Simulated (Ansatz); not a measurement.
Relaxation of the cluster Na3Br4 with UKS r2SCAN-D4/def2-SVP.

```sh
$ ansatz run in.yaml --threads 4 --pin off --events-out ev --progress --plain --max-ram 4787MiB
```

```yaml
crystal:
  periodic: [false, false, false]
  atoms:
    - {symbol: Na, position_ang: [2.348090, 0.207000, -0.413540]}
    - {symbol: Na, position_ang: [-1.391610, 1.974070, 0.224140]}
    - {symbol: Na, position_ang: [-0.997210, -2.151900, -0.031320]}
    - {symbol: Br, position_ang: [-0.266190, 0.146790, -1.797990]}
    - {symbol: Br, position_ang: [1.711940, -2.371550, 0.235880]}
    - {symbol: Br, position_ang: [1.271840, 2.482940, 0.706540]}
    - {symbol: Br, position_ang: [-2.676860, -0.287350, 1.076280]}
basis:
  gaussian: {orbitals: def2-SVP}
magnetization: {spin_polarized: true, initial_magnetization: 1}
hamiltonian: {xc: r2scan, dispersion: d4}
scf: {lower_state_search: "off"}
output: {orbitals: {seedname: orbitals}}
relax: {f_tol: 0.02, max_steps: 100}
```

Hardware: 4 threads of Arm Neoverse V1 on a shared host. Wall time 3 min.

Positions (Å) and forces (eV/Å) at steps 1, 2, 4, 5, 6, 7, 8, 9, 10, 13 of 13:

```xyz
7
step=1 energy=-293401.5638 eV
Na    2.348    0.207   -0.414   -0.185    0.008    0.025
Na   -1.392    1.974    0.224    0.124   -0.137   -0.022
Na   -0.997   -2.152   -0.031    0.063    0.182   -0.023
Br   -0.266    0.147   -1.798   -0.011    0.006   -0.030
Br    1.712   -2.372    0.236    0.062   -0.077    0.023
Br    1.272    2.483    0.707    0.020    0.037   -0.004
Br   -2.677   -0.287    1.076   -0.073   -0.020    0.030
7
step=2 energy=-293401.6177 eV
Na    2.239    0.189   -0.391   -0.089    0.001   -0.015
Na   -1.333    1.887    0.224    0.048   -0.061   -0.033
Na   -0.942   -2.040   -0.030    0.030    0.095   -0.040
Br   -0.284    0.166   -1.902    0.007   -0.002    0.070
Br    1.752   -2.422    0.265    0.029   -0.038    0.013
Br    1.293    2.516    0.724    0.009    0.016   -0.007
Br   -2.726   -0.296    1.111   -0.034   -0.011    0.012
7
step=4 energy=-293401.6342 eV
Na    2.169    0.149   -0.403    0.014   -0.019   -0.011
Na   -1.324    1.833    0.219   -0.026    0.001    0.005
Na   -0.881   -1.925   -0.055    0.004    0.007   -0.003
Br   -0.281    0.216   -1.912    0.011    0.022   -0.004
Br    1.798   -2.482    0.308   -0.005    0.005    0.014
Br    1.297    2.519    0.705   -0.006   -0.013   -0.008
Br   -2.777   -0.310    1.139    0.008   -0.002    0.007
7
step=5 energy=-293401.6431 eV
Na    2.213    0.029   -0.502    0.086   -0.075    0.075
Na   -1.462    1.834    0.211   -0.067   -0.047    0.085
Na   -0.798   -1.766   -0.119   -0.029   -0.050    0.159
Br   -0.218    0.399   -1.890    0.055    0.057   -0.121
Br    1.849   -2.551    0.444   -0.111    0.151   -0.091
Br    1.239    2.395    0.629   -0.028   -0.044   -0.045
Br   -2.824   -0.341    1.227    0.094    0.007   -0.061
7
step=6 energy=-293401.6644 eV
Na    2.244    0.011   -0.492    0.085   -0.063    0.059
Na   -1.488    1.819    0.223   -0.067   -0.025    0.074
Na   -0.797   -1.749   -0.082   -0.030   -0.053    0.116
Br   -0.187    0.434   -1.891    0.055    0.062   -0.071
Br    1.833   -2.549    0.423   -0.082    0.120   -0.068
Br    1.226    2.385    0.593   -0.036   -0.052   -0.061
Br   -2.833   -0.350    1.226    0.076    0.011   -0.048
7
step=7 energy=-293401.7482 eV
Na    2.381   -0.070   -0.467    0.052   -0.096    0.042
Na   -1.614    1.810    0.278   -0.087   -0.046    0.062
Na   -0.800   -1.730    0.018   -0.005   -0.046    0.081
Br   -0.071    0.586   -1.851    0.074    0.147    0.033
Br    1.781   -2.537    0.376   -0.010    0.048   -0.043
Br    1.162    2.319    0.430   -0.045   -0.044   -0.135
Br   -2.838   -0.377    1.216    0.020    0.037   -0.041
7
step=8 energy=-293401.7572 eV
Na    2.481   -0.160   -0.439   -0.027    0.132   -0.022
Na   -1.730    1.802    0.334    0.114    0.092   -0.055
Na   -0.792   -1.729    0.109    0.011   -0.025   -0.001
Br    0.023    0.750   -1.803   -0.245   -0.351   -0.432
Br    1.763   -2.552    0.339    0.008   -0.115    0.014
Br    1.109    2.279    0.265    0.249    0.349    0.452
Br   -2.854   -0.391    1.195   -0.110   -0.081    0.044
7
step=9 energy=-293401.8129 eV
Na    2.433   -0.102   -0.427   -0.032   -0.033    0.008
Na   -1.657    1.812    0.325   -0.004   -0.051    0.003
Na   -0.800   -1.768    0.124   -0.012   -0.011    0.022
Br   -0.025    0.673   -1.843    0.028    0.033    0.065
Br    1.780   -2.571    0.316   -0.005    0.040   -0.022
Br    1.154    2.346    0.329   -0.005    0.000   -0.045
Br   -2.885   -0.389    1.177    0.031    0.021   -0.031
7
step=10 energy=-293401.8113 eV rejected
Na    2.316   -0.093   -0.369    0.087    0.095   -0.020
Na   -1.562    1.721    0.347    0.017    0.131   -0.005
Na   -0.847   -1.905    0.236   -0.001   -0.034   -0.012
Br    0.015    0.771   -1.845   -0.009   -0.010   -0.049
Br    1.776   -2.581    0.263   -0.078   -0.073    0.042
Br    1.209    2.483    0.249   -0.005   -0.005    0.011
Br   -2.907   -0.396    1.119   -0.010   -0.103    0.035
7
step=13 energy=-293401.8199 eV
Na    2.369   -0.084   -0.364    0.001    0.004    0.001
Na   -1.584    1.762    0.366    0.002    0.004    0.001
Na   -0.855   -1.885    0.141    0.001   -0.002    0.001
Br    0.001    0.727   -1.835   -0.001   -0.001   -0.008
Br    1.750   -2.574    0.302   -0.006    0.000    0.002
Br    1.197    2.468    0.238    0.000   -0.001    0.003
Br   -2.878   -0.414    1.152    0.003   -0.004    0.001
```

In the doublet, Br4 and Br6 lie 2.96 Å apart (atoms count from 1), so these atoms are partly bonded to each other. Another isomer (doublet) lies 0.04 eV lower at PBE0-D4/def2-SVP; other spin states weren't run for this one.
